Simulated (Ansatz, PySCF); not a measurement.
Process, species as SMILES: C/C=C\CCC -> [CH3] (CH3) + [CH2]C/C=C\C (the C-C bond at the site shown breaks; other sites are not compared here)
Each molecule is optimised on its own at B3LYP-D3(BJ)/def2-TZVP (Ansatz, a program for electronic structure), one conformer each, not searched for the lowest. Frequencies are from Ansatz or PySCF.

Wanted: bond dissociation energy (enthalpy at 298 K, with B3LYP-D3(BJ) rigid-rotor harmonic-oscillator terms), in kJ/mol. Valence correlation only, unless marked. UHF or UKS for open shells. No spin-orbit coupling. Non-relativistic. CBS marks a two-point X^-3 extrapolation of the correlation energy; Hartree-Fock from the larger set.

```json
[
 {"level": "HF/cc-pVQZ", "program": "Ansatz", "bond dissociation energy (kJ/mol)": "241.0"},
 {"level": "PBE/def2-TZVPD", "program": "Ansatz", "bond dissociation energy (kJ/mol)": "363.1"}
]
```

Task: Predict the CCSD(T)/CBS(cc-pVTZ,cc-pVQZ) result (Ansatz).

Result: 376.0 kJ/mol
